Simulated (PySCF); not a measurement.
**Computed spin Hamiltonian**

Species: C6H11O (doublet state).
Geometry (GFN2-xTB, Å), atoms numbered from 1 in this order:
```
atom  x, y, z in Å
C1    -2.967    0.633    0.512
C2    -1.637    0.916    0.379
C3    -0.641    0.014    0.037
C4    -0.910   -1.430   -0.215
C5     0.768    0.482   -0.147
O6     1.667   -0.394    0.506
C7     3.007   -0.020    0.343
H8    -3.358   -0.355    0.356
H9    -3.670    1.400    0.781
H10   -1.326    1.941    0.550
H11    0.026   -1.979   -0.248
H12   -1.539   -1.849    0.569
H13   -1.433   -1.565   -1.164
H14    1.013    0.505   -1.228
H15    0.891    1.506    0.239
H16    3.602   -0.754    0.884
H17    3.299   -0.022   -0.716
H18    3.197    0.979    0.755
```

The hyperfine couplings belong to this conformer and change with its torsions.

The species is `C=C[C](C)COC` [radical].

Method: UKS B3LYP, pcH-1 on C H O, non-relativistic, mean-field spin-orbit, GIAO in PySCF. The structure is a single GFN2-xTB conformer in the gas phase; no vibrational or solvent corrections. A GFN2-xTB geometry isn't a minimum of the functional, and hyperfine couplings can be far from their values at a DFT geometry. The SCF solution wasn't tested for stability. ⟨S²⟩ is 0.775 where a pure state has 0.75.

| Item | Value |
| --- | --- |
| g1, g2, g3 | 2.00219, 2.00263, 2.00291 |
| g_iso | 2.00258 |
| Form of g | rhombic: the two nearest values differ by 40 % of g3 − g1 |
| ⟨S²⟩ | 0.7748 (exact 0.7500) |
| α and β electrons | 28, 27 |
| HOMO–LUMO gap, α and β orbitals | 6.08, 5.02 eV |
| Basis functions | 285 |

Hyperfine couplings atom by atom, in G; T1 to T3 are the principal values of the dipolar part; ρ(0) is the spin density at the nucleus (MHz turned into gauss with g_iso; 10 G = 1 mT):

| atom | isotope | a_iso | T1 | T2 | T3 | Mulliken spin population | ρ(0) (bohr⁻³) |
| --- | --- | --- | --- | --- | --- | --- | --- |
| C1 | 13C | 17.9 | -17.1 | -16.4 | 33.5 | 0.64 | 0.0446 |
| C2 | 13C | -16.6 | -9.8 | 3.8 | 6.0 | -0.26 | -0.0415 |
| C3 | 13C | 21.6 | -19.2 | -18.7 | 37.9 | 0.65 | 0.0537 |
| C4 | 13C | -7.4 | -0.3 | -0.1 | 0.4 | -0.05 | -0.0183 |
| C5 | 13C | -7.9 | -0.4 | -0.2 | 0.6 | -0.04 | -0.0197 |
| O6 | 17O | -8.1 | -1.6 | 0.7 | 0.9 | 0.01 | 0.0376 |
| C7 | 13C | -0.1 | -0.2 | -0.2 | 0.4 | 0.00 | -0.0003 |
| H8 | 1H | -13.4 | -7.2 | -0.3 | 7.6 | -0.03 | -0.0084 |
| H9 | 1H | -13.9 | -8.4 | -0.1 | 8.4 | -0.03 | -0.0087 |
| H10 | 1H | 4.0 | -1.8 | -0.5 | 2.4 | 0.01 | 0.0025 |
| H11 | 1H | 2.4 | -1.1 | -1.0 | 2.1 | 0.00 | 0.0015 |
| H12 | 1H | 14.3 | -1.4 | -0.5 | 1.9 | 0.02 | 0.0089 |
| H13 | 1H | 26.5 | -1.2 | -0.8 | 2.0 | 0.04 | 0.0166 |
| H14 | 1H | 25.7 | -1.5 | -0.6 | 2.1 | 0.03 | 0.0161 |
| H15 | 1H | 3.7 | -1.3 | -0.9 | 2.3 | 0.00 | 0.0023 |
| H16 | 1H | 0.1 | -0.3 | -0.2 | 0.5 | 0.00 | 0.0000 |
| H17 | 1H | 0.0 | -0.4 | -0.2 | 0.6 | 0.00 | 0.0000 |
| H18 | 1H | -0.1 | -0.3 | -0.3 | 0.6 | 0.00 | 0.0000 |

The largest Mulliken spin populations are on C3 (+0.65), C1 (+0.64) and C2 (-0.26). The positive populations add up to 1.41 and the negative ones to -0.41, together 2S = 1. The angles at C3 add up to 360.0°, so it is planar.

Axes: g2 points within 12° of the C1–H8 bond and g3 points within 15° of the C2–C3 bond.

Under fast tumbling the dipolar parts average out, and these isotropic splittings remain: 2 × 1H (H14/H15, I = 1/2, 3 lines) with 1.47 mT, 3 × 1H (H11/H12/H13, I = 1/2, 4 lines) with 1.44 mT, 1 × 1H (H9, I = 1/2, 2 lines) with 1.39 mT, 1 × 1H (H8, I = 1/2, 2 lines) with 1.34 mT and 1 × 1H (H10, I = 1/2, 2 lines) with 0.40 mT.

Class means assume fast exchange of nuclei equivalent by connectivity; if that motion is slow, each nucleus keeps its own coupling. The three 1H nuclei of mean +40.3 MHz run from 6.8 to 74.2 MHz in the frozen geometry. The 1H value of +41.2 MHz is a mean of couplings from 10.5 to 71.9 MHz in this one geometry, not an average over conformers.

The 13C coupling of C3 (60.4 MHz) shows only in satellite lines or after enrichment, since that isotope makes up about 1.07 % of natural carbon.

The 17O coupling of O6 (-22.8 MHz) shows only in satellite lines or after enrichment, since that isotope makes up about 0.038 % of natural oxygen.

The spin density at the nucleus, in bohr⁻³, is negative for C2 (-0.0415), C5 (-0.0197) and C4 (-0.0183), for instance. A restricted open-shell determinant has no negative spin density anywhere; here it arises because α and β orbitals differ (spin polarisation).

The run took 58 s of wall time (grids of density and orbitals included) on an Arm Neoverse V2 with one thread (shared host), and the process peaked at 1.0 GiB of memory.
